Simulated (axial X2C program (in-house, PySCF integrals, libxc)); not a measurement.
**SrI⁺: from the spin-free to the two-component result**

All values were computed with an in-house all-electron X2C program for linear molecules (integrals from PySCF). Spin-free means the one-electron spin-free X2C Hamiltonian; two-component (2c) means X2C with spin–orbit coupling and atomic mean-field two-electron Coulomb and Gaunt terms, so the difference of the two also holds small scalar two-electron terms. Basis: I dyall-cv3z [11s12p8d4f1g], Sr dyall-cv3z [13s12p8d5f1g] (cores contracted in-house); Gaussian nuclei, density fitting, unrestricted open shells. Masses: I 126.904 u, Sr 87.906 u.

Spin-free state: M_S = 0, Λ = 0 (closed shell); fragments I + Sr+.

```csv
level,Re (Å),ωe (cm⁻¹),De (eV),μ (D)
PBE0,2.828,218.0,3.312,13.01
HF,2.903,208.9,2.219,14.98
MP2,2.905,207.7,3.163,n/a
CCSD,2.905,207.4,3.056,n/a
CCSD(T),2.907,206.8,3.131,n/a
r2SCAN0,2.834,218.8,3.333,13.46
```

Correlated methods: 8 electrons correlated (number of frozen shells: I 4 s, 3 p, 2 d; Sr 4 s, 3 p, 1 d), 312 virtual spin orbitals or spinors in MP2, 86 natural virtuals in coupled cluster.

Dipoles are positive if Sr is the positive end and refer to the centre of mass.

Two-component determinant lowest at the distance of the search:

Ω = 0 (closed shell); fragments I + Sr+.

```json
{"level": "PBE0", "Re (Å)": "2.831", "ωe (cm⁻¹)": "216.6", "De (eV)": "3.054", "μ (D)": "12.95"}
{"level": "HF", "Re (Å)": "2.905", "ωe (cm⁻¹)": "208.0", "De (eV)": "1.920", "μ (D)": "14.93"}
{"level": "MP2", "Re (Å)": "2.907", "ωe (cm⁻¹)": "206.8", "De (eV)": "2.887", "μ (D)": "n/a"}
{"level": "CCSD", "Re (Å)": "2.908", "ωe (cm⁻¹)": "206.5", "De (eV)": "2.770", "μ (D)": "n/a"}
{"level": "CCSD(T)", "Re (Å)": "2.909", "ωe (cm⁻¹)": "205.9", "De (eV)": "2.848", "μ (D)": "n/a"}
{"level": "r2SCAN0", "Re (Å)": "2.837", "ωe (cm⁻¹)": "217.9", "De (eV)": "n/a", "μ (D)": "13.42"}
```

From the two tables, how do the constants change at the CCSD(T) level (2c against spin-free)?

At the CCSD(T) level Re rises by 0.002 Å and ωe falls by 0.9 cm⁻¹; De changes by -0.283 eV.

One determinant describes the state; a PBE0 search over occupations chose it and may have missed a lower one. Closed shells are restricted here (equal orbitals for both partners); the stretched side of such a curve lies too high. De is counted from the lowest determinant-based energies of the atoms at the same level, without counterpoise correction. De is not given where an atomic determinant may have missed its ground term or J level, or where the truncated virtual space spoils (T). CCSD and (T) use frozen natural virtuals with an MP2 correction for the truncation; (T) itself is uncorrected, so its De runs slightly low. The functionals have no current-density term, which raises determinants with orbital currents, atoms included. The outer-core s and p shells of the metal are frozen in the correlated rows, which leaves out core–valence correlation; for alkali and alkaline-earth bonds that tends to lengthen them. With the outer-core shells frozen, correlated bond lengths of heavy atoms tend to come out a few hundredths of an ångström too long.
